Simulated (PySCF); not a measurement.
**PtI₂, triplet: structure and spectrum**

These are results of UB3LYP/[Pt def2-SVP with ECP60, I def2-SVP with ECP28], scalar-relativistic core potentials, density fitting, no spin–orbit coupling, PySCF, not measurements.

The structure is a minimum.

```
Point group                                                                   : D∞h
Bond lengths                                                                  : Pt–I 2.519 Å (×2)
Bond angles                                                                   : I–Pt–I 180.0°
Enthalpy at 298.15 K above 0 K                                                : 16.12 kJ/mol
Zero-point energy                                                             : 2.9 kJ/mol
Principal polarisabilities                                                    : 56.5, 56.5, 229.1 bohr³
Dipole moment                                                                 : 0.00 D
Principal quadrupole moments (Buckingham, traceless) about the centre of mass : -3.45, -3.45, 6.89 D Å
Rotational symmetry number                                                    : 2
Atomisation energy without zero-point energy                                  : 479 kJ/mol
Lowest empty level (β)                                                        : -5.24 eV
Rotational constants                                                          : 0.01047 cm⁻¹
Highest occupied level (α)                                                    : -7.45 eV
Entropy at 298.15 K and 1 bar (electronic part: spin only)                    : 341.5 J/(mol K)
Spin squared ⟨S²⟩                                                             : 2.007
Heat capacity Cp at 298.15 K                                                  : 61.0 J/(mol K)
```

Harmonic modes (masses in u: Pt 194.965, I 126.904):
```
symmetry  ω (cm⁻¹)  IR (km/mol, summed over degenerate members)   μ (u)
      πu        38                                          0.1  158.12
     σg+       170                                          0.0  126.90
     σu+       236                                         28.1  158.12
```

In D∞h the vibrations span πu + σg+ + σu+. The σg+ mode carries no infrared intensity, as symmetry demands. With a centre of inversion only u modes can be infrared active and only g modes Raman active.

Charges (e):
| atom | Mulliken | Löwdin | polar tensor | spin (Mulliken) | Mayer order to Pt1 |
| --- | --- | --- | --- | --- | --- |
| Pt1 | 0.00 | -0.60 | 0.55 | 0.98 | – |
| I2,3 | 0.00 | 0.30 | -0.27 | 0.51 | 1.27 |
Other Mayer orders above 0.3: I–I 0.33.

Mulliken populations on Pt1 (electrons outside its core potential): s 3.00, p 6.21, d 8.78, f 0.01.

Outer orbital energies (eV). α occupied: -8.77, -8.41, -8.41, -8.28, -8.28, -7.85, -7.45, -7.45; empty: -1.26, 0.13, 0.13, 1.79. β occupied: -9.01, -9.01, -8.63, -7.78, -7.78, -7.76, -7.76, -7.64; empty: -5.24, -5.24, -0.97, 0.21.

Formally Pt is in oxidation state +2, d8, with 2 unpaired electrons (the high-spin count). The Mulliken spin on Pt is 0.98, so most of the spin sits on the ligands and the formal count fails. The polar-tensor charge on Pt, 0.55, is far below the formal one.

Other isomers or separated fragments may lie lower. Open d and f shells are described by one determinant, and the ground state may have another occupation or spin. Spin–orbit coupling, left out here, can matter for elements this heavy.

The final relaxation and frequency run took about 70 core-seconds on a shared host.
